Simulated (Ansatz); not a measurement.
The same path of ClFGeH2 + ClH (7 atoms, charge 0, multiplicity 1) was run twice with different band settings. Lost on the way: Ge1–F2, Cl6–H7. Made: Ge1–Cl6, F2–H7.

These are results of RKS PBE/def2-SVP in Ansatz, not measurements.

Relaxed end points:

```xyz
7
Properties=species:S:1:pos:R:3
Ge -0.042 -0.237 -0.195
F 0.267 -0.148 1.555
Cl 1.845 -0.712 -1.124
H -0.511 1.165 -0.629
H -1.010 -1.427 -0.364
Cl 1.192 2.801 1.745
H 0.876 1.551 1.980
```

```xyz
7
Properties=species:S:1:pos:R:3
Ge 0.503 0.125 -0.244
F -0.908 0.856 2.132
Cl 1.702 -0.351 -1.991
H -0.640 1.047 -0.701
H 0.173 -1.197 0.469
Cl 1.824 1.298 1.086
H -0.036 1.216 2.216
```

Common settings: spring 5.0 eV/Å²; optimiser quadratic models (default); start path through a guess of the saddle point; force threshold 0.05 eV/Å; iteration limit 60; end points relaxed.

| run | movable images | climbing image |
| --- | --- | --- |
| 1 | 7 | yes |
| 2 | 8 | no |

What does each run give, and how far can it be trusted?

Run 1: converged after 9 iterations, highest image 0.809 eV above the first end. A vibrational analysis at the climbing image gives one clearly imaginary mode, 332i cm⁻¹: a first-order saddle point.
Run 2: converged after 8 iterations, highest image 0.726 eV above the first end. No image climbed, so the highest image needn't sit at the top of the path.
The orbitals stay closed-shell, which can raise the energy where a bond breaks towards radicals; this wasn't checked here.
